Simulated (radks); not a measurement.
All-electron atom: Co3+ in [Ar] 3d6 (the NIST ground configuration). Calculated with a radial shooting solver on a logarithmic mesh with Libxc functionals: scalar-relativistic Kohn-Sham, BLYP, spin-polarised, spherical densities, finite nucleus; open shells are filled with parallel spins first; Fermi nuclear charge, rms radius 3.7875 fm.

X-ray form factor f0, the Fourier transform of the density (f0(0) = 24):

sin(theta)/lambda (1/angstrom),f0 (electrons)
0.05,23.760
0.1,23.070
0.15,22.007
0.2,20.676
0.25,19.192
0.3,17.655
0.4,14.723
0.5,12.257
0.6,10.357
0.8,7.983
1,6.745
1.25,5.769
1.5,4.930
2,3.421
